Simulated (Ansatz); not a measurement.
The first iterations of a band of CH$_{5}$GaO (8 atoms, charge 0, multiplicity 1).

Method: RKS PBE-D4/def2-SVP (Ansatz 0.2.0).

* movable images: 5
* climbing image: yes
* spring: 5.0 eV/Å²
* optimiser: quadratic models (default)
* start path: through a guess of the saddle point
* force threshold: 0.05 eV/Å
* iteration limit: 60
* end points: relaxed

Initial state:

```xyz
8
Properties=species:S:1:pos:R:3
Ga 0.083 -0.186 0.309
H 0.163 -0.275 1.887
O 1.649 -0.260 -0.599
H 2.422 -0.348 -0.013
C -1.479 0.000 -0.868
H -2.202 -0.822 -0.694
H -2.005 0.955 -0.665
H -1.158 -0.016 -1.928
```

Final state:

```xyz
8
Properties=species:S:1:pos:R:3
Ga -0.970 -0.814 1.014
H 1.894 -0.434 0.926
O 1.177 0.120 0.562
H 1.323 0.130 -0.405
C -1.425 -0.095 -0.884
H -2.490 -0.259 -1.157
H -1.227 0.999 -0.961
H -0.810 -0.600 -1.668
```

| iteration | highest image above the first end (eV) | largest band force component (eV/Å) |
| --- | --- | --- |
| 1 | 5.593 | 22.717 |
| 2 | 2.770 | 2.070 |
| 3 | 2.411 | 1.272 |

**Question.** Does the band converge within its limit, and where does its top end?

**Answer.** The forces met the threshold. It ended after 11 iterations with the highest image 2.237 eV above the first end. Neighbouring images differ by up to 1.6 eV, so the band resolves the path poorly. A vibrational analysis at the climbing image gives 2 clearly imaginary modes (1114i, 42i cm⁻¹): a point of higher order, so a lower path passes nearby. The orbitals stay closed-shell, which can raise the energy where a bond breaks towards radicals; this wasn't checked here.

Run time: 71 s on 2 threads of Arm Neoverse V1, on a shared host, peak memory 0.12 GiB.
